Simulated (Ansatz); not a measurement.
Total energies of `CO[Si](CCC(F)(F)C(F)(F)C(F)(F)C(F)(F)F)(OC)OC` from Ansatz at PBE-D4/def2-TZVP, gas phase (1 Eh = 27.2114 eV = 2625.5 kJ/mol). The reference geometry is relaxed at PBE-D4/def2-SVP.

```csv
state,geometry,energy (Eh)
charge 0 singlet,reference,-1763.66360
charge 1 doublet,reference,-1763.32982
charge 1 doublet,relaxed at PBE-D4/def2-SVP,-1763.33799
charge -1 doublet,reference,-1763.61799
free C atom (triplet),–,-37.79597
free O atom (triplet),–,-75.00967
free Si atom (triplet),–,-289.22285
free F atom (doublet),–,-99.66912
free H atom (doublet),–,-0.49962
```

Single mean-field runs in def2-TZVP are fitted with def2-universal-jkfit.

(1) Work out the vertical ionisation energy to the doublet.

(2) Work out the vertical electron affinity, to the doublet.

(3) Give the fundamental gap IE − EA, the Mulliken electronegativity (IE + EA)/2 and the hardness (IE − EA)/2.

(4) How much does the charge 1 doublet relax, and what is the adiabatic ionisation energy?

(5) What is the binding energy per atom against free atoms?

(1) E(charge 1 doublet) − E(charge 0 singlet) = -1763.32982 − (-1763.66360) = 0.33378 Eh = 9.08 eV. For comparison, −ε of the highest occupied level is 6.73 eV at this level, 2.35 eV less.

(2) E(charge 0 singlet) − E(charge -1 doublet) = -1763.66360 − (-1763.61799) = -0.04561 Eh = -1.24 eV; negative, so the extra electron isn't bound. The basis lacks diffuse functions, which makes affinities too small.

(3) From the values in Eh: IE − EA = 0.33378 − (-0.04561) = 0.37939 Eh = 10.32 eV; (IE + EA)/2 = 3.92 eV; (IE − EA)/2 = 5.16 eV. The HOMO–LUMO gap of the same run is 6.19 eV, 4.13 eV smaller than the fundamental gap.

(4) Relaxation: -1763.32982 − (-1763.33799) = 0.00817 Eh = 0.22 eV. Adiabatic ionisation energy: 0.32561 Eh = 8.86 eV, without zero-point energy. 

(5) Atoms: 9 × (-37.79597) + 3 × (-75.00967) + 1 × (-289.22285) + 9 × (-99.66912) + 13 × (-0.49962) = -1757.93273 Eh. Binding: -1757.93273 − (-1763.66360) = 5.73087 Eh = 155.94 eV, or 4.46 eV for each of 35 atoms (no zero-point energy, no counterpoise term).

At PBE-D4/def2-TZVP the gap within one spin of the charge 1 doublet nearly closes, so an electron or hole may be smeared out by delocalisation error. At PBE-D4/def2-TZVP the gap within one spin of the charge -1 doublet nearly closes, so an electron or hole may be smeared out by delocalisation error. At PBE-D4/def2-TZVP the highest occupied level of the charge -1 doublet lies above zero (up to 2.88 eV). By energy differences it is unbound by 1.24 eV (vertical, to the charge 0 singlet, at PBE-D4/def2-TZVP) and held by the finite basis.
